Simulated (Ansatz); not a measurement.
`N#[C][SnH2][F]` + HCl → `N#[C][SnH2][Cl]` + H–F at 500 K and 1 bar (ligand exchange at the Sn–F bond).

Isolated molecules relaxed with PBE0-D4/def2-TZVP in Ansatz; ΔE leaves out vibrations. CCSD(T)/CBS adds triple-zeta CCSD(T) − MP2 to the extrapolated MP2 energy (def2 sets, frozen cores). This one scheme is used for every species. def2 core potentials past Kr. For Sn outer-core shells are correlated without core-valence functions, which leaves a few kJ/mol of doubt a bond.

| species | CCSD(T)/CBS energy (Eh) | H − E (kJ/mol) | S (J/(mol·K)) |
| --- | --- | --- | --- |
| `N#[C][SnH2][F]` | -407.77206 | 98.0 | 372.8 |
| HCl | -460.38127 | 32.5 | 201.9 |
| `N#[C][SnH2][Cl]` | -767.77261 | 97.2 | 384.9 |
| H–F | -100.39570 | 39.4 | 188.7 |

H − E and S are ideal-gas, rigid-rotor, harmonic terms from PBE0-D4/def2-TZVP. 1 Eh = 2625.50 kJ/mol, R = 8.31446 J/(mol·K).

By hand: ΔE, ΔH, ΔS and ΔG.

ΔE = (-767.77261) + (-100.39570) − (-407.77206) − (-460.38127) = -0.01498 Eh = -39.3 kJ/mol. Δ(H − E) = 97.2 + 39.4 − 98.0 − 32.5 = 6.1, so ΔH = -33.2 kJ/mol. ΔS = 384.9 + 188.7 − 372.8 − 201.9 = -1.1 J/(mol·K). ΔG = -33.2 − 500 × (-1.1)/1000 = -32.7 kJ/mol.

By hand: the equilibrium constant, and the temperature at which ΔG would vanish if ΔH and ΔS stayed fixed.

log₁₀ K = −ΔG/(RT ln 10) = 3.4. ΔG = 0 at ΔH/ΔS = 30182 K, far beyond where these terms or the molecules hold.

The number of gas molecules stays the same, so ΔS is small and ΔH decides. A doubt of 5 kJ/mol in ΔE shifts log₁₀ K by 0.5 here. These are equilibria of isolated gas molecules and say nothing of rates. Largest T1 diagnostic: 0.014 (customary marks: 0.02 for closed shells, 0.045 for open ones).
